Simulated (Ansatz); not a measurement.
Ligand exchange: C2H10OSi2 + C2H7AlO2 → CH8O2Si2 + C3H9AlO

Species: C2H10OSi2 `CO[SiH](C)[SiH3]`, singlet; C2H7AlO2 `C[CH2][Al]([OH])[OH]`, singlet; CH8O2Si2 `CO[SiH](O)[SiH3]`, singlet; C3H9AlO `C[CH2][Al]([CH3])[OH]`, singlet. The partners trade CH3 for OH: Si–CH3 and Al–OH bonds give way to Si–OH and Al–CH3.

Shapes, held fixed at every level: PBE0-D4/def2-TZVP. Flexible molecules stand in one conformer, not always the lowest. Programs: Ansatz 0.2.0. Electronic energies: no zero-point or thermal term.

| level | kind | ΔE (kJ/mol) | less CCSD(T)/CBS estimate |
| --- | --- | --- | --- |
| HF/def2-TZVPP | Hartree–Fock | +34.9 | -1.9 |
| PBE-D4/def2-TZVPP | GGA | +34.7 | -2.1 |
| B3LYP-D4/def2-TZVPP | global hybrid | +36.3 | -0.5 |
| wB97M-V/def2-TZVPP | range-separated hybrid | +34.1 | -2.7 |
| B2PLYP/def2-TZVPP | double hybrid | +36.0 | -0.8 |
| MP2/def2-TZVPP | perturbation theory | +38.8 | +2.0 |
| CCSD(T)/CBS estimate | coupled cluster or CI | +36.8 | 0.0 |

The highest level, CCSD(T)/CBS estimate, gives ΔE = +36.8 kJ/mol; the levels span +34.1 to +38.8. The column of differences is taken from that level and isn't an error. No measured value is set beside it here. The CBS estimate extrapolates MP2 from def2-TZVPP and def2-QZVPP and adds CCSD(T) − MP2 in the triple-zeta set, cores frozen.
